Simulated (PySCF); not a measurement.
CH4AlFOS, SMILES [F][Al]([OH])[S]C. Atoms are numbered in the order given.

```xyz
9

Al     0.0128     0.8061     0.0000
F     -0.9465     2.1794     0.0000
O      1.7218     0.9039     0.0000
H      2.2088     1.7422     0.0000
S     -0.8942    -1.1639     0.0000
C      0.6428    -2.1985     0.0000
H      1.5571    -1.5771     0.0000
H      0.6315    -2.8381     0.9024
H      0.6315    -2.8381    -0.9024
```
Charge 0, spin multiplicity 1.

The structure is a stationary point at PBE-D3(BJ)/def2-SVP. One conformer was computed; it need not be the lowest.

All values below come from TDDFT-PBE/def2-SVPD (PySCF 2.14.0).

Vertical excitations.  State labels are in the subgroup Cs.

| state | symmetry | energy (eV) | λ (nm) | f | main pairs |
|---|---|---|---|---|---|
| S1 | A" | 4.43 | 280 | 0.019 | HOMO→LUMO 100 % |
| S2 | A" | 5.51 | 225 | 0.005 | HOMO→LUMO+1 99 % |
| S3 | A' | 5.65 | 220 | 0.003 | HOMO−1→LUMO 54 %, HOMO→LUMO+2 46 % |
| S4 | A' | 6.14 | 202 | 0.177 | HOMO→LUMO+2 49 %, HOMO−1→LUMO 44 % |
| S5 | A" | 6.33 | 196 | 0.008 | HOMO−2→LUMO 76 %, HOMO→LUMO+3 24 % |
| S6 | A" | 6.43 | 193 | 0.048 | HOMO→LUMO+3 75 %, HOMO−2→LUMO 22 % |
| S7 | A' | 6.78 | 183 | 0.033 | HOMO−3→LUMO 93 % |
| S8 | A" | 6.80 | 182 | 0.006 | HOMO→LUMO+4 96 % |
| S9 | A' | 6.85 | 181 | 0.003 | HOMO−1→LUMO+1 95 % |
| S10 | A" | 6.89 | 180 | 0.011 | HOMO−1→LUMO+2 90 % |
| T1 | A" | 4.18 | 297 | 0 | HOMO→LUMO 99 % |
| T2 | A' | 5.05 | 246 | 0 | HOMO→LUMO+2 89 % |
| T3 | A" | 5.06 | 245 | 0 | HOMO→LUMO+1 99 % |
| T4 | A' | 5.47 | 227 | 0 | HOMO−1→LUMO 90 % |
Triplets are in the Tamm–Dancoff approximation, which puts them higher than full response would, so one can lie above its singlet here.
